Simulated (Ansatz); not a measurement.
`C[B](F)[SbH][Cl]`: the same geometry under several functionals.

```yaml
crystal:
  periodic: [false, false, false]
  atoms:
    - {symbol: C, position_ang: [-1.220768, 0.041157, 0.335360]}
    - {symbol: B, position_ang: [0.255579, -0.065234, 0.788405]}
    - {symbol: F, position_ang: [0.576330, -0.505360, 1.998141]}
    - {symbol: Sb, position_ang: [2.049129, 0.549248, -0.490381]}
    - {symbol: Cl, position_ang: [0.795457, 0.786730, -2.487479]}
    - {symbol: H, position_ang: [-1.459055, 1.085001, 0.100709]}
    - {symbol: H, position_ang: [-1.925123, -0.328678, 1.083476]}
    - {symbol: H, position_ang: [-1.365470, -0.495808, -0.607615]}
    - {symbol: H, position_ang: [2.382421, -1.113455, -0.737617]}
basis:
  gaussian: {orbitals: def2-TZVPP}
hamiltonian: {xc: {name: B97M-V}}
output: {orbitals: {seedname: orbitals}}
```

```sh
$ ansatz run in.yaml --threads 4 --pin off --events-out ev --progress --plain
```

Output, abridged:

```
Functional definition: B97M-V
1418 factors; their error is unknown
mean field evaluation 1: about -23548.9774 eV, gradient 5.9e1 eV
mean field evaluation 2: about -23539.0693 eV, gradient 8.1e1 eV
mean field evaluation 4: about -23556.6725 eV, gradient 6.2e0 eV
mean field evaluation 8: about -23556.7652 eV, gradient 2.3e-1 eV
mean field evaluation 16: about -23556.7353 eV, gradient 1.9e-3 eV
mean field -23556.73528957 eV, -865.6940545629 hartree, gradient 2.2e-5 eV, S^2 0.000000; 0 other end points of the search recorded, 0 dependent functions left out
reference -23556.73535439 eV, -865.6940569450 hartree; 32, 32 occupied and 209, 209 virtual orbitals, 1418 factors
Total energy: -23556.73535439 eV, -865.6940569450 hartree
```

Run time 5.5 s (4 threads of a server CPU on a shared host); peak host memory 0.42 GiB.

Changing it to `hamiltonian: {xc: pbe0, dispersion: d4}` (abridged; 2.3 s):

```
Functional definition: PBE0
mean field evaluation 16: about -23551.7017 eV, gradient 3.5e-4 eV
mean field -23551.70173047 eV, -865.5090746779 hartree, gradient 7.8e-5 eV, S^2 0.000000
Total energy: -23551.90242403 eV, -865.5164500301 hartree
```

Changing it to `hamiltonian: {xc: {name: r2SCAN0}, dispersion: d4}` (abridged; 3.4 s):

```
Functional definition: r2SCAN0
mean field evaluation 16: about -23558.6395 eV, gradient 3.1e-4 eV
mean field -23558.63945405 eV, -865.7640313169 hartree, gradient 1.9e-5 eV, S^2 0.000000
Total energy: -23558.70686422 eV, -865.7665085950 hartree
```

The same input with `hamiltonian: {xc: lda}` (abridged; 1 s):

```
Functional definition: SPW92
mean field evaluation 16: about -23474.7798 eV, gradient 1.1e-3 eV
mean field -23474.77982694 eV, -862.6822468627 hartree, gradient 4.2e-5 eV, S^2 0.000000
Total energy: -23474.77986908 eV, -862.6822484114 hartree
```

With the line `hamiltonian: {xc: hse06, dispersion: d4}` (abridged; 2.6 s):

```
Functional definition: HSE06
mean field evaluation 16: about -23551.2179 eV, gradient 3.1e-4 eV
mean field -23551.21785690 eV, -865.4912926523 hartree, gradient 6.7e-5 eV, S^2 0.000000
Total energy: -23551.40728114 eV, -865.4982538647 hartree
```

The same input with `hamiltonian: {xc: {name: CAM-B3LYP}, dispersion: d4}` (abridged; 2.7 s):

```
Functional definition: CAM-B3LYP
mean field evaluation 16: about -23558.9186 eV, gradient 1.3e-4 eV
mean field -23558.91858688 eV, -865.7742892594 hartree, gradient 4.6e-5 eV, S^2 0.000000
Total energy: -23559.12651136 eV, -865.7819303432 hartree
```

HSE06 is the plane-wave form, built on full-range PBE exchange.
